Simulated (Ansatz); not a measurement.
Stepwise reaction of `C[Se][SnH]([Cl])[Cl]` with hydrogen, as a gas-phase model of exchange steps in deposition or etching. ΔE in kJ/mol; ΔG adds harmonic PBE0-D4 terms to CCSD(T)/CBS, at 1 bar.

Program: Ansatz. Geometries: PBE0-D4/def2-TZVP. ΔE: electronic, gas phase. CBS: MP2 limit from def2 TZ/QZ plus the TZ coupled-cluster correction, frozen cores. This one scheme is used for every species. Functionals use def2-TZVPP. B3LYP here is the variant with VWN-RPA as its local correlation; programs differ in this. def2 core potentials past Kr. For Se, Sn outer-core shells are correlated without core-valence functions, which leaves a few kJ/mol of doubt a bond. Scalar relativity is left out up to krypton. Each species was taken in one conformer, which may not be the lowest.

| step | reaction | PBE-D4 | B3LYP-D4 | ωB97M-V | CCSD(T)/CBS | ΔG(400 K) |
| --- | --- | --- | --- | --- | --- | --- |
| 2 | `C[Se][SnH2][Cl]` + H₂ → `C[Se][SnH3]` + HCl | 80.3 | 82.1 | 77.8 | 82.8 | 75.1 |

**Question.** Give the row of step 1, `C[Se][SnH]([Cl])[Cl]` + H₂ → `C[Se][SnH2][Cl]` + HCl. (An estimate is asked.)

**Answer.** The calculation gave: 
```json
{"step": "1", "reaction": "`C[Se][SnH]([Cl])[Cl]` + H₂ → `C[Se][SnH2][Cl]` + HCl", "PBE-D4": "77.2", "B3LYP-D4": "78.5", "ωB97M-V": "74.0", "CCSD(T)/CBS": "78.4", "ΔG(400 K)": "72.0"}
```

**Question.** By hand: ΔE of the 2 steps together at CCSD(T)/CBS.

**Answer.** (78.4) + (82.8) = 161.2 kJ/mol, or 80.6 kJ/mol a step.

In ΔE the steps differ by no more than 4.4 kJ/mol. All are uphill at CCSD(T)/CBS. ΔG lies between 72.0 and 75.1 kJ/mol a step. PBE-D4 differs from CCSD(T)/CBS by -2.5 to -1.2 kJ/mol a step. Only this route is followed, and other bonds may react first. Isolated molecules leave out the surface, adducts and barriers. Largest T1 diagnostic: 0.011.
